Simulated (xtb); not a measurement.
xtb input:

```bash
xtb mol.xyz --gfn 2 --ohess tight --chrg -1 --uhf 0
```
mol.xyz:
```
5

B      0.32585760    -0.00609750    -0.15868329
Cl     0.67824064     1.80581818    -0.17456981
Cl     1.69730006    -1.22415337    -0.34285739
N     -1.12608165    -0.45199819    -0.09679089
H     -1.53314091    -0.06435553     0.81717703
```

**Question.** Predict the final energy.

**Answer.** -14.07169 Eh (GFN2-xTB).

It need not be the lowest isomer of its formula. Whether it binds its extra electron was not tested at this geometry.
